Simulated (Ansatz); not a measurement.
`[F][SnH2][I]` + H₂O → `[OH][SnH2][F]` + HI at 400 K and 1 bar (formal hydrolysis of the Sn–I bond).

Calculated with Ansatz (gas phase, PBE0-D4/def2-TZVP geometries, no zero-point term in ΔE). CCSD(T)/CBS adds triple-zeta CCSD(T) − MP2 to the extrapolated MP2 energy (def2 sets, frozen cores). This one scheme is used for every species. def2 core potentials past Kr. For I, Sn outer-core shells are correlated without core-valence functions, which leaves a few kJ/mol of doubt a bond. One conformer a species, not always the lowest.

| species | CCSD(T)/CBS energy (Eh) | H − E (kJ/mol) | S (J/(mol·K)) |
| --- | --- | --- | --- |
| `[F][SnH2][I]` | -612.52381 | 66.1 | 351.3 |
| H₂O | -76.37941 | 69.8 | 198.6 |
| `[OH][SnH2][F]` | -390.83308 | 99.9 | 332.9 |
| HI | -298.03592 | 25.7 | 215.0 |

H − E and S are ideal-gas, rigid-rotor, harmonic terms from PBE0-D4/def2-TZVP, for one conformer and one mirror image of each species. 1 Eh = 2625.50 kJ/mol, R = 8.31446 J/(mol·K).

Problem. By hand: ΔE, ΔH, ΔS and ΔG.

Solution. ΔE = (-390.83308) + (-298.03592) − (-612.52381) − (-76.37941) = 0.03422 Eh = 89.8 kJ/mol. Δ(H − E) = 99.9 + 25.7 − 66.1 − 69.8 = -10.3, so ΔH = 79.5 kJ/mol. ΔS = 332.9 + 215.0 − 351.3 − 198.6 = -2.0 J/(mol·K). ΔG = 79.5 − 400 × (-2.0)/1000 = 80.3 kJ/mol.

Problem. By hand: the equilibrium constant, and the temperature at which ΔG would vanish if ΔH and ΔS stayed fixed.

Solution. log₁₀ K = −ΔG/(RT ln 10) = -10.5. ΔH and −TΔS have one sign here, so there is no such temperature.

The number of gas molecules stays the same, so ΔS is small and ΔH decides. A doubt of 5 kJ/mol in ΔE shifts log₁₀ K by 0.7 here. Other conformers and mirror images would add mixing entropy, several J/(mol·K) or more a flexible species. These are equilibria of isolated gas molecules and say nothing of rates. Largest T1 diagnostic: 0.014 (customary marks: 0.02 for closed shells, 0.045 for open ones).

ΔS is within the doubt of such terms, so its sign, and with it that verdict, could turn.
